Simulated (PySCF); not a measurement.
An unknown shows these calculated signals:

1H NMR (300 MHz, computed): δ 9.60 (s, 1H), 5.36 (s, 2H).

13C{1H} NMR (computed): δ 180.8 (CH), 101.8 (C), 97.6 (C), 87.9 (C), 77.8 (C).

[PySCF: GFN2-xTB geometry; shielding tensors at PBE0/pcSseg-1 (GIAO); no solvent model; one computed conformer; no relativistic terms; rapidly exchanging positions averaged]

δ = σ(ref) − σ, references computed at the same level: 1H (σ = 31.72 ppm) and 13C (σ = 186.93 ppm) vs TMS.

Q: Which of these does the molecule contain: a carboxylic acid, a C≡C triple bond, a Si–H bond, an amide, an aldehyde, an S-methyl group?

A: 
- A carboxylic acid: no.
- A C≡C triple bond: yes (δC 77.8, 87.9).
- A Si–H bond: yes (δH 5.36 (s)).
- An amide: no.
- An aldehyde: yes (δC 180.8; δH 9.60 (s)).
- An S-methyl group: no.

The data belong to SMILES C(C=O)#CC#C[SiH2]Cl, C5H3ClOSi; they needn't prove each group on their own.

Carbon signals by region: 1 in the far downfield region (above 160 ppm), 1 in the sp2 and nitrile region (100–160 ppm), 3 at 50–100 ppm. Above 160 ppm: 180.8, aldehyde carbonyl carbon.

Shifts are as computed. Against solution values, carbons near 30 ppm lie about +3 ppm off and those near 130 ppm about +5 ppm. Of 1309 compounds with measured shifts, 239 miss one by over three times the rms of a fit or turn the order of signals round; such compounds aren't used in these exercises. No couplings were computed; multiplicities are counted from neighbouring protons, with m where these are inequivalent, close in shift, in a saturated or five-membered ring or joined by F or P, and br s for small geminal =CH2 splittings.
